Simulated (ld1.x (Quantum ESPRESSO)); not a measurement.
**Ag (Z = 47): TM pseudisation with PBEsol, scalar-relativistic reference atom.**

Ag (Z = 47), norm-conserving Troullier–Martins (Kleinman–Bylander form), made with ld1.x (Quantum ESPRESSO) 7.5 (PBEsol, scalar-relativistic). Core [Ar] 3d10, reference 4s2 4p6 4d10 5s0.5 5p0 (charge +0.5). Waves: 4s (bound): rc 1.30 bohr; 4d (bound): rc 2.00 bohr; 4f channel at 0.05 Ry: rc 2.15 bohr; 4p (bound): rc 1.55 bohr. Local part: the p channel. Core correction: none.

Occupied shells without a wave of their own: 5s. They enter only through the test configuration that unscreens the potential.

All-electron outer shells of the reference configuration (PBEsol, scalar-relativistic, ld1.x):

| shell | level (eV) | outermost node (bohr) | outermost maximum (bohr) |
| --- | --- | --- | --- |
| 3d | -362.36 | – | 0.27 |
| 4s | -98.90 | 0.44 | 0.82 |
| 4p | -62.46 | 0.44 | 0.87 |
| 4d | -11.38 | 0.43 | 1.04 |
| 5s | -7.71 | 1.11 | 2.43 |
| 5p | -3.25 | 1.25 | 3.28 |

Calculated quality:

* Cutoffs needed: 90 Ry and 140 Ry (the cutoffs (Ry, on a coarse ladder) from which the occupation-weighted sum of valence levels, in a spherical-Bessel basis at the reference potential, stays within 10 and 1 mRy of its value at 400 Ry)
* Ghost test: no extra level below or beside the all-electron valence levels (s, d, f, p tested) (spherical-Bessel basis up to 400 Ry, 20 bohr box)
* Largest excitation error: +854 meV (all-electron minus pseudo) for 4s2 4p6 4d9 5s2 5p0, out of 7 test configurations

The potential misses its own reference levels by up to 0.5 eV.

Generation and tests took about 2.8 s on one core of a shared server CPU.
